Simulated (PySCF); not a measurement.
Static response to an electric field

GeH2Me(SiMe3), C4H14GeSi.
Structure used (PBE0-D3(BJ)/def2-SVP), in Å, numbered top down from 1:
```xyz
20
C4H14GeSi angstrom
Ge     1.055    1.259    0.734
H      1.105    1.296    2.282
H      2.523    1.286    0.245
C      0.156    2.886    0.099
H      0.682    3.785    0.449
H     -0.878    2.920    0.473
H      0.130    2.903   -1.000
Si    -0.057   -0.712   -0.028
C     -1.860   -0.646    0.529
C      0.016   -0.769   -1.913
C      0.775   -2.243    0.692
H     -2.404   -1.546    0.199
H     -2.374    0.233    0.109
H     -1.934   -0.590    1.626
H     -0.499    0.097   -2.357
H      1.056   -0.768   -2.273
H     -0.473   -1.682   -2.292
H      1.832   -2.302    0.389
H      0.740   -2.233    1.793
H      0.270   -3.159    0.345
```

Level: B3LYP/def2-SVPD (PySCF), static field, nuclei fixed, core orbitals frozen in the response. The polarisability tensor in these axes (au):

```
x   108.39   2.97   3.06
y     2.97 124.35   1.92
z     3.06   1.92 106.14
```

Q: Give the principal values, the mean and the anisotropy Δα = √{½[(α1 − α2)² + (α2 − α3)² + (α1 − α3)²]}.

A: Principal values 104.01, 109.67 and 125.20 au; mean 112.96 au = 16.74 Å³ = 18.62 × 10⁻⁴⁰ C²·m²/J; Δα = 19.01 au (17 % of the mean).

Q: What is the dipole moment, and where does it point?

A: (-0.78, -0.50, -0.54) D, 1.08 D in size, pointing from the negative to the positive side. Measured along this direction, the outermost atoms are H2, H3 and H5 at the negative end and H12 and H17 at the positive end.

Q: Estimate the molar refractivity from the static electronic polarisability.

A: Lorentz–Lorenz: R = (4π/3)N_A α = 2.5225 cm³/(mol·Å³) × 16.74 Å³ = 42.2 cm³/mol, in the limit of long wavelengths.

Q: Give the principal axes and the span of the nuclei along them.

A: Largest value along (0.20, 0.97, 0.13), where the nuclei span 6.84 Å; middle along (0.79, -0.23, 0.56), 4.09 Å; least along (-0.58, 0.01, 0.82), 4.91 Å. The strongest response lies along the longest span, while the other two are in reverse order.

Q: Find the Langevin capture rate constant for H3O+ (19.018 u) meeting this molecule (164.008 u), k = 2.342 × 10⁻⁹ cm³/s × √(α in Å³ / reduced mass in u).

A: The reduced mass is 17.04 u, so k = 2.32 × 10⁻⁹ cm³/s. The formula leaves out the permanent dipole, which adds to the capture rate.

Q: Traceless (Buckingham) quadrupole moment about the centre of nuclear charge: eigenvalues?

A: -1.76, -0.09, 1.85 D·Å. The values depend on the origin, since the dipole doesn't vanish. The electronic extent ⟨r²⟩ about the same centre is 1374 bohr², a root-mean-square distance of 2.14 Å for the 84 electrons.

Q: Rayleigh depolarisation ratio (linearly polarised light, static tensor)?

A: ρ = 3Δα²/(45ᾱ² + 4Δα²) = 1083.8/(574191 + 1445.0) = 0.00188.

Geometry: PBE0-D3(BJ)/def2-SVP; no solvent, vibrations or thermal averaging. The calculation is non-relativistic, for germanium too.

These values come from a run that also computed excited states. Time: 2.8 min of wall time (with the writing of density and orbital grids); peak memory 1.2 GiB. Hardware: an AMD EPYC with one thread, shared host with 64 logical CPUs at a one-minute load of 61.
